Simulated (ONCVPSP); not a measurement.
# What one change does to a pseudopotential (La (Z = 57), ONCV)

- Element: La (Z = 57)
- Generator: ONCVPSP 4.0.1
- Type: optimised norm-conserving Vanderbilt (ONCV)
- Functional: LDA (Perdew-Wang 92)
- Relativity: scalar-relativistic
- Frozen core: [Kr] 4d10
- Valence charge: 11
- Reference configuration: 5s2 5p6 5d1 6s2
- Partial waves: 5s+6s: rc 2.05 bohr, ncon 3, nbas 8, qcut 5.8 1/bohr, 2 projectors; 5p: rc 2.35 bohr, ncon 4, nbas 8, qcut 4.9 1/bohr, 3 projectors, debl 1.6 Ha; 5d: rc 2.45 bohr, ncon 4, nbas 7, qcut 4.7 1/bohr, 2 projectors, debl 3.9 Ha; f scattering state at 0.1 Ha: rc 2.50 bohr, ncon 4, nbas 9, qcut 3.9 1/bohr, 2 projectors, debl 2.1 Ha
- Local potential: polynomial inside 1.50 bohr (lpopt 4, dvloc0 0 Ha)
- Core correction: Teter function, fcfact 5.25, rcfact 1.35

In the f channel the program set the typed energies aside and used -0.169, 1.931 Ha.

Change: core correction none.

Cutoffs: the cutoffs (Ha) at which the residual kinetic energy of the hardest occupied pseudo-wave falls to 1 and 0.1 mHa per electron; they do not see the model core or the augmentation charge, which bear on the density cutoff. Errors are all-electron minus pseudo energies relative to the spin-unpolarised reference configuration.

Problem. How do hardness, ghosts and transferability respond?

Solution. The potential gets neither clearly harder nor softer (12 Ha and 14 Ha → 12 Ha and 14 Ha); of the 4 tests that both files solve, the error grows in 1 and shrinks in 2 by more than 15 % and 0.3 meV (median size 1.3 → 1.8 meV); neither file shows a bound ghost.

| quantity | base | changed |
| --- | --- | --- |
| cutoff, loose | 12 Ha | 12 Ha |
| cutoff, tight | 14 Ha | 14 Ha |
| bound ghosts | none | none |
| GHOST(+) flags under 300 eV | s at 95.4 eV | s at 95.4 eV |
| error for 5s2 5p6 5d1 6s1, meV [ΔE 6.16 eV] | -1.1 | -0.9 |
| error for 5s2 5p6 5d1 6s0, meV [ΔE 17.30 eV] | -3.4 | -2.4 |
| error for 5s2 5p6 5d0 6s0, meV [ΔE 36.40 eV] | +1.1 | +2.9 |
| error for 5s2 5p6 5d1.5 6s1.5, meV [ΔE 0.36 eV] | -1.6 | -1.1 |
| s: phases at 2.08 bohr within 0.05 rad from the reference energy up to (Ha; the scan ends near 5) | 3.1 | 3.1 |
| p: phases at 2.39 bohr within 0.05 rad from the reference energy up to (Ha; the scan ends near 5) | to the end of the scan | to the end of the scan |
| d: phases at 2.49 bohr within 0.05 rad from the reference energy up to (Ha; the scan ends near 5) | to the end of the scan | to the end of the scan |
| f: phases at 2.54 bohr within 0.05 rad from the reference energy up to (Ha; the scan ends near 5) | 3.4 | 3.4 |

Base: The cutoffs count occupied waves only; projector 2 of the f channel, the hardest unoccupied one, needs 70 Ha at the loose tolerance. Changed file: The cutoffs count occupied waves only; projector 2 of the f channel, the hardest unoccupied one, needs 70 Ha at the loose tolerance.
